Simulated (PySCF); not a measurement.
**Electron correlation in Rh²⁺ (rhodium, charge +2)**

[Kr] 4d6 5p1, one real determinant (an excited configuration). Computed with PySCF 2.14 in x2c-TZVPPall (8s6p6d2f1g, 79 functions), with scalar relativity by spin-free X2C-1e. Frozen: [Kr]; 7 electrons correlated.

| level | correlation energy (mhartree) |
| --- | --- |
| CCSD | -130.39 |
| (T) | -3.29 |
| CCSD(T) | -133.68 |

Diagnostics: T1 = 0.0059, D1 = 0.0212, largest double amplitude 0.085.

The real determinant used has ⟨L²⟩ near 8 against 12 for a pure F term, so it mixes terms.

Cost of the coupled-cluster step: roughly 9 core-seconds, for 7 correlated electrons.

The reference is one real determinant that mixes LS terms of this configuration.
